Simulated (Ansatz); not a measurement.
C2H8O2Si can be A, `OCOC[SiH3]`, or B, `C[SiH2]OCO`.

Computed with Ansatz on PBE0-D4/def2-TZVP structures; ΔE is electronic, products minus reactants. CCSD(T)/CBS is the MP2 limit (def2-TZVPP, def2-QZVPP) plus CCSD(T) − MP2 in def2-TZVPP, frozen cores. Functionals use def2-TZVPP. B3LYP here is the variant with VWN-RPA as its local correlation; programs differ in this. One conformer a species, not always the lowest.

**Question.** Which is lower in electronic energy at CCSD(T)/CBS, and by how much? (Estimate.)

**Answer.** The calculation gave: B, by 197.3 kJ/mol.

**Question.** Give E(B) − E(A) in kJ/mol with B2PLYP, CCSD/def2-TZVPP, HF/def2-TZVPP, CCSD(T)/def2-TZVPP, B3LYP-D4, B3LYP, ωB97M-V. (Best estimate.)

**Answer.** Computed: B2PLYP -197.2, CCSD/def2-TZVPP -196.6, HF/def2-TZVPP -204.9, CCSD(T)/def2-TZVPP -194.1, B3LYP-D4 -191.9, B3LYP -192.6, ωB97M-V -195.1. None reverses the order clearly.

Largest T1 diagnostic: 0.012.

From PBE to PBE0 (25 % exact exchange), in def2-TZVPP and without D4, E(B) − E(A) moves by −7.8 kJ/mol.
